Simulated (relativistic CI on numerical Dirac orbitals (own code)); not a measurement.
d1 to d9 in one tetrahedral field

Computed with a parametric ligand-field model without spin-orbit coupling, by exact diagonalisation: B = 720, C = 3280, 10Dq = -3200 cm⁻¹ (Td; |10Dq|/B = 4.4) for every shell. Energies in cm⁻¹; the field energy is (0.6 n_e − 0.4 n_t2) × 10Dq of the ground term; g labels are left out.

```tsv
Shell	Ground term	Electrons in e	Field energy	First spin-allowed bands	Lowest term of other spin
d1	2E	1.000	-1920	2T2 3200	
d2	3A2	2.000	-3840	3T2 3200, 3T1 5579	1E 11533
d3	4T1	1.873	-2154	4T2 2688, 4A2 5888	2E 11597
d4	5T2	2.000	-1280	5E 3200	3T1 14305
d5	?	?	?	?	?
d6	5E	3.000	-1920	5T2 3200	3T1 14635
d7	4A2	4.000	-3840	4T2 3200, 4T1 5579	2E 14218
d8	3T1	3.873	-2154	3T2 2688, 3A2 5888	1T2 10982
d9	2T2	4.000	-1280	2E 3200
```

Problem. Fill in the row of d5.

Solution. Ground term: 6A1; Electrons in e: 2.000; Field energy: 0; First spin-allowed bands: none; Lowest term of other spin: 4T1 22091. Every shell keeps the spin of the free ion. Tetrahedral fields of 3d complexes are almost always too weak to pair spins. High-spin d^(n+5) repeats the spin-allowed bands of d^n, since the half-filled shell is spherical.
